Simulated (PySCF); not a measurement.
## Working out the ionisation energy of N+

N+ [He] 2s2 2p2 (3P) → N(2+) [He] 2s2 2p1 (2P). Calculation: PySCF 2.14, in 6-31G* (3s2p1d, 14 functions); the non-relativistic Hamiltonian (point nucleus). Frozen: 1s2. Energies in hartree (1 hartree = 27.21139 eV):

```tsv
part	N+ (lower)	N(2+) (upper)
UHF	-53.871899	-52.795438
CCSD correlation	-0.075294	-0.074220
(T)	-0.000751	-0.000533
```

What does Hartree-Fock give?

(-52.795438) − (-53.871899) = 1.076461 hartree = 29.292 eV.

What do CCSD and CCSD(T) give?

The CCSD correlation energies differ by 0.001074 hartree = 0.029 eV and the triples by 0.000218 hartree = 0.006 eV, so CCSD gives 29.321 eV and CCSD(T) 29.327 eV.

Reference: 29.601 eV (semi-empirical (NIST evaluation); NIST Atomic Spectra Database, ionization energies), between the lowest levels; spin-orbit coupling is absent from the calculation.

What remains against the reference includes basis incompleteness, the frozen core and higher excitations.
